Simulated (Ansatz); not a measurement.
Computed with Ansatz on PBE0-D4/def2-TZVP structures; ΔE is electronic, products minus reactants. CBS: MP2 limit from def2 TZ/QZ plus the TZ coupled-cluster correction, frozen cores. This one scheme is used for every species. Functionals use def2-TZVPP. For Se outer-core shells are correlated without core-valence functions, which leaves a few kJ/mol of doubt a bond. Scalar relativity is left out up to krypton. One conformer a species, not always the lowest.

Reaction (ligand exchange at the Si–S bond): `SC[SiH2]S` + H₂Se → `SC[SiH2][SeH]` + H₂S

```csv
level,ΔE (kJ/mol)
revPBE-D4,4.9
BLYP-D4,4.4
LC-ωPBE,3.5
CCSD(T)/def2-TZVPP,2.0
```

(1) What does CCSD(T)/CBS give? (Best estimate.)

Largest T1 diagnostic among the species: 0.011.

## Answers

(1) Computed: +0.9 kJ/mol. The listed levels differ from it by 4.0, 3.5, 2.6, 1.1 kJ/mol.

At CCSD(T), def2-SVP lies +4.8 kJ/mol from the extrapolated value and def2-TZVPP +1.1 kJ/mol. Leaving LDA and LC-ωPBE aside and taking each functional with its dispersion term where it has one, the values, not all of them listed here, spread over 7.3 kJ/mol, from BHLYP-D4 to B97M-V. LDA lies +3.3 kJ/mol from PBE without D4.
